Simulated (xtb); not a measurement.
BaCl (SMILES [Cl][Ba+]), charge +1, singlet, from a rough starting geometry (GFN-xTB shapes and energies of metal compounds can be far from the true ones); xtb with GFN2-xTB.

xtb was given this input:
```
$ xtb mol.xyz --gfn 2 --chrg 1 --opt vtight --json

# file mol.xyz
2

Ba    -0.76127281    -0.77482231    -0.76067125
Cl     0.76151824     0.79123031     0.77046799
```

Q: Write the output that xtb gives for this input, abridged.

A: 
```
   ID    Z sym.   atoms
    1   56 Ba     1
    2   17 Cl     2

           -------------------------------------------------
          |                Calculation Setup                |
           -------------------------------------------------

           -------------------------------------------------
          |                 G F N 2 - x T B                 |
           -------------------------------------------------

          ...................................................
          :                      SETUP                      :
          :.................................................:
          :  # basis functions                  20          :
          :  # atomic orbitals                  18          :
          :  # shells                            6          :
          :  # electrons                         8          :
          :  max. iterations                   250          :
          :  Hamiltonian                  GFN2-xTB          :
          :  restarted?                      false          :
          :  GBSA solvation                  false          :
          :  PC potential                    false          :
          :  electronic temp.          300.0000000     K    :
          :  accuracy                    1.0000000          :
          :  -> integral cutoff          0.2500000E+02      :
          :  -> integral neglect         0.1000000E-07      :
          :  -> SCF convergence          0.1000000E-05 Eh   :
          :  -> wf. convergence          0.1000000E-03 e    :
          :  Broyden damping             0.4000000          :
          :  net charge                          1          :
          :  unpaired electrons                  0          :
          ...................................................

 iter      E             dE          RMSdq      gap      omega  full diag
   1      3.7776897  0.377769E+01  0.152E+02    2.83       0.0  T
   2     -4.0068678 -0.778456E+01  0.559E+01   17.99       1.0  T
   3     -4.0905177 -0.836499E-01  0.479E+01   13.79       1.0  T
   4     -4.3765751 -0.286057E+00  0.449E+01    3.03       1.0  T
   5     -4.1227148  0.253860E+00  0.371E+01   10.85       1.0  T
   6      2.5391648  0.666188E+01  0.175E+02    1.94       1.0  T
   7     -2.8761066 -0.541527E+01  0.537E+01    0.72       1.0  T
   8      7.1156845  0.999179E+01  0.185E+02    9.08       1.0  T
   9      2.4943443 -0.462134E+01  0.138E+02    1.92       1.0  T
  10     -4.1457968 -0.664014E+01  0.538E+01    8.56       1.0  T
  11     -4.1294855  0.163113E-01  0.328E+01   10.00       1.0  T
  12     -4.5689438 -0.439458E+00  0.218E+01    1.66       1.0  T
  13     -4.6059251 -0.369812E-01  0.265E+01    1.36       1.0  T
  14     -4.5693103  0.366147E-01  0.280E+01    1.67       1.0  T
  15     -4.3630583  0.206252E+00  0.177E+01    0.60       1.0  T
  16     -4.3632700 -0.211729E-03  0.159E+01    0.59       1.0  T
  17     -4.3884489 -0.251789E-01  0.160E+01    0.61       1.0  T
  18     -4.4330418 -0.445928E-01  0.167E+01    0.66       1.0  T
  19     -4.4185781  0.144636E-01  0.162E+01    0.65       1.0  T
  20     -4.4390261 -0.204479E-01  0.135E+01    0.68       1.0  T
  21     -4.5994067 -0.160381E+00  0.952E+00    1.01       1.0  T
  22     -4.6165360 -0.171293E-01  0.652E+00    1.12       1.0  T
  23     -4.6188028 -0.226674E-02  0.538E+00    1.31       1.0  T
  24     -4.6198853 -0.108254E-02  0.499E+00    1.29       1.0  T
  25     -4.6180408  0.184446E-02  0.385E+00    1.33       1.0  T
  26     -4.6212359 -0.319509E-02  0.224E+00    1.24       1.0  T
  27     -4.6212551 -0.191536E-04  0.175E+00    1.24       1.0  T
  28     -4.6212625 -0.745710E-05  0.140E+00    1.24       1.0  T
  29     -4.6212559  0.660964E-05  0.108E+00    1.24       1.0  T
  30     -4.6211772  0.787135E-04  0.813E-01    1.23       1.0  T
  31     -4.6211565  0.207614E-04  0.698E-01    1.23       1.0  T
  32     -4.6211635 -0.706725E-05  0.576E-01    1.23       1.0  T
  33     -4.6212579 -0.943879E-04  0.339E-01    1.24       1.0  T
  34     -4.6213060 -0.480543E-04  0.128E-01    1.24       1.0  T
  35     -4.6213233 -0.173210E-04  0.356E-02    1.25       2.0  T
  36     -4.6213244 -0.108096E-05  0.911E-03    1.25       7.8  T
  37     -4.6213244 -0.314339E-08  0.339E-03    1.25      20.9  T
  38     -4.6213244 -0.378609E-08  0.248E-03    1.25      28.5  T
  39     -4.6213244 -0.121628E-07  0.722E-04    1.25      97.9  T
  40     -4.6213244  0.119975E-08  0.104E-03    1.25      68.1  T
  41     -4.6213244 -0.170070E-08  0.163E-04    1.25     434.1  T

   *** convergence criteria satisfied after 41 iterations ***

         :::::::::::::::::::::::::::::::::::::::::::::::::::::
         ::                     SUMMARY                     ::
         :::::::::::::::::::::::::::::::::::::::::::::::::::::
         :: total energy              -4.620359208352 Eh    ::
         :: gradient norm              0.002452315038 Eh/a0 ::
         :: HOMO-LUMO gap              1.251071471223 eV    ::
         ::.................................................::
         :: SCC energy                -4.621324383788 Eh    ::
         :: -> isotropic ES            0.152686674928 Eh    ::
         :: -> anisotropic ES         -0.002109690634 Eh    ::
         :: -> anisotropic XC          0.000726312325 Eh    ::
         :: -> dispersion             -0.001146454364 Eh    ::
         :: repulsion energy           0.000965175435 Eh    ::
         :: add. restraining           0.000000000000 Eh    ::
         :: total charge               1.000000000062 e     ::
         :::::::::::::::::::::::::::::::::::::::::::::::::::::

      -----------------------------------------------------------
     |                   =====================                   |
     |                        A N C O P T                        |
     |                   =====================                   |
     |               Approximate Normal Coordinate               |
[...]
 * total energy  :    -4.6203592 Eh     change       -0.3552802E-10 Eh
 * total energy  :    -4.6198605 Eh     change        0.4987357E-03 Eh
 * total energy  :    -4.6203954 Eh     change       -0.5349236E-03 Eh
 * total energy  :    -4.6203956 Eh     change       -0.2466860E-06 Eh
 * total energy  :    -4.6203957 Eh     change       -0.2545657E-07 Eh
   *** GEOMETRY OPTIMIZATION CONVERGED AFTER 5 ITERATIONS ***
[...]
          :  # basis functions                  20          :
          :  # atomic orbitals                  18          :
          :  # shells                            6          :
          :  # electrons                         8          :
          :  max. iterations                   250          :
          :  Hamiltonian                  GFN2-xTB          :
          :  restarted?                      false          :
          :  GBSA solvation                  false          :
          :  PC potential                    false          :
          :  electronic temp.          300.0000000     K    :
          :  accuracy                    1.0000000          :
          :  -> integral cutoff          0.2500000E+02      :
          :  -> integral neglect         0.1000000E-07      :
          :  -> SCF convergence          0.1000000E-05 Eh   :
          :  -> wf. convergence          0.1000000E-03 e    :
          :  Broyden damping             0.4000000          :
          :  net charge                          1          :
          :  unpaired electrons                  0          :
          ...................................................

 iter      E             dE          RMSdq      gap      omega  full diag
   1     -4.6215246 -0.462152E+01  0.141E-05    1.26       0.0  T
   2     -4.6215246  0.615508E-12  0.191E-05    1.26    3706.7  T
   3     -4.6215246 -0.368594E-12  0.177E-05    1.26    3989.2  T

   *** convergence criteria satisfied after 3 iterations ***

         :::::::::::::::::::::::::::::::::::::::::::::::::::::
         ::                     SUMMARY                     ::
         :::::::::::::::::::::::::::::::::::::::::::::::::::::
         :: total energy              -4.620395668520 Eh    ::
         :: gradient norm              0.000000273749 Eh/a0 ::
         :: HOMO-LUMO gap              1.259481814184 eV    ::
         ::.................................................::
         :: SCC energy                -4.621524613749 Eh    ::
         :: -> isotropic ES            0.153283815422 Eh    ::
         :: -> anisotropic ES         -0.002054676330 Eh    ::
         :: -> anisotropic XC          0.000784520066 Eh    ::
         :: -> dispersion             -0.001146696436 Eh    ::
         :: repulsion energy           0.001128945230 Eh    ::
         :: add. restraining           0.000000000000 Eh    ::
         :: total charge               1.000000000053 e     ::
         :::::::::::::::::::::::::::::::::::::::::::::::::::::

           -------------------------------------------------
          |                Property Printout                |
           -------------------------------------------------

    * Orbital Energies and Occupations

         #    Occupation            Energy/Eh            Energy/eV
      -------------------------------------------------------------
         1        2.0000           -1.2399050             -33.7395
         2        2.0000           -0.6752998             -18.3758
         3        2.0000           -0.6453561             -17.5610
         4        2.0000           -0.6453561             -17.5610 (HOMO)
         5                         -0.5990710             -16.3016 (LUMO)
         6                         -0.4576521             -12.4533
         7                         -0.4576521             -12.4533
         8                         -0.3447099              -9.3800
         9                         -0.1936452              -5.2694
        10                         -0.1936452              -5.2694
        11                         -0.1926116              -5.2412
        12                         -0.1883637              -5.1256
        13                         -0.1883637              -5.1256
        14                         -0.1808616              -4.9215
        15                         -0.1808616              -4.9215
       ...                                ...                  ...
        18                          0.1902872               5.1780
      -------------------------------------------------------------
                  HL-Gap            0.0462851 Eh            1.2595 eV
             Fermi-level           -0.6218969 Eh          -16.9227 eV

     #   Z          covCN         q      C6AA      α(0)
     1  56 Ba       0.683     0.832  3999.553   287.695
     2  17 Cl       0.683     0.168    93.868    14.817

 Mol. C6AA /au·bohr⁶  :       4935.233531
 Mol. C8AA /au·bohr⁸  :    1337362.421640
 Mol. α(0) /au        :        302.511905

Wiberg/Mayer (AO) data.
largest (>0.10) Wiberg bond orders for each atom

 ---------------------------------------------------------------------------
     #   Z sym  total        # sym  WBO       # sym  WBO       # sym  WBO
 ---------------------------------------------------------------------------
     1  56 Ba   1.607 --     2 Cl   1.607
     2  17 Cl   1.607 --     1 Ba   1.607
 ---------------------------------------------------------------------------

Topologies differ in total number of bonds
Writing topology from bond orders to xtbtopo.mol

molecular dipole:
                 x           y           z       tot (Debye)
 q only:       -0.946      -0.958      -0.942
   full:       -1.191      -1.210      -1.189       5.269
molecular quadrupole (traceless):
                xx          xy          yy          xz          yz          zz
 q only:       -0.047       3.119       0.085       3.058       3.123      -0.039
  q+dip:       -0.088       5.251       0.152       5.144       5.263      -0.064
   full:       -0.064       4.171       0.115       4.088       4.177      -0.051

optimized geometry written to: xtbopt.xyz

           -------------------------------------------------
          | TOTAL ENERGY               -4.620395668520 Eh   |
          | GRADIENT NORM               0.000000273749 Eh/α |
          | HOMO-LUMO GAP               1.259481814184 eV   |
           -------------------------------------------------
```
